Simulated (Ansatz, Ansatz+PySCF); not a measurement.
```xyz
2

B     0.0000    0.0000    0.0000
N     0.0000    0.0000    1.1900
```

Basis set: def2-SVP (spherical functions). Correlated methods keep 2 orbitals frozen. Charge 0, multiplicity 1.

Computed with Ansatz (development build ahead of 0.2.0); each method stands on the lowest determinant of its kind that the runs found. Restricted open shells among the atoms or ions are ROHF, correlated in semicanonical orbitals with singles.

The atomization energy at this shape (free ground-state atoms in the same class of orbitals less the molecule, no zero-point energy) of singlet BN:

```tsv
method	atomization energy
RHF-MP2	352.7 kJ/mol
RHF	-42.3 kJ/mol
UHF	167.3 kJ/mol
```

(1) What does UHF-MP2 give?

## Answers

(1) 317.2 kJ/mol. Caution: the shape is not the minimum. Caution for RHF-MP2, RHF: an unrestricted determinant lies well below. Caution for RHF-MP2: other determinants can give a lower correlated total. Caution for UHF-MP2, UHF: the unrestricted determinant is a mixture of spin states.
